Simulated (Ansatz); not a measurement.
System (SMILES): BrCl (Cl-Br).
Geometry (B3LYP-D3(BJ)/def2-TZVP, fixed):
```xyz
2

Cl     0.0000     0.0000    -1.4574
Br     0.0000     0.0000     0.7079
```
Charge 0, spin multiplicity 1.

Basis-set convergence of the dipole moment at MP2 with Ansatz (a program for electronic structure). Dipoles come from the density behind the forces; the sign is taken along the dipole that this method gives in the largest set. The reference of a correlated method is not its basis-set limit, which lies further on. Cartesian d functions, on some or all atoms, in 3-21G, 6-31G**; all else is spherical. Cores are frozen (with 3d on Ga to Br). No added dispersion term, no relativity. Reference: the value in aug-pcseg-3, 0.502 D, itself unsure by roughly 0.006 D (its mean distance from aug-cc-pV(Q+d)Z, def2-QZVPPD). Deviations are taken from unrounded values.

```csv
basis,functions,dipole moment (D),minus reference (D)
STO-3G,27,1.113,0.610
pcseg-0,35,0.790,0.287
3-21G,36,1.078,0.576
6-31G**,54,0.506,0.003
aug-pcseg-1,63,0.464,-0.038
def2-TZVPPD,108,0.511,0.009
def2-QZVP,145,0.526,0.023
def2-QZVPP,159,0.527,0.025
def2-QZVPPD,177,0.509,0.007
```

The smallest set listed that lies within 0.1 D of the reference with all its larger relatives (same family, alike in diffuse functions; a set with none counts only in the reference's own line) is aug-pcseg-1 (63 functions, -0.038 D off). Inside the window by cancellation, since a larger relative falls out: 6-31G**. (Relatives not listed, tested too: 6-311G** 0.107, aug-pcseg-2 -0.015, aug-pcseg-3 0.000 D.)
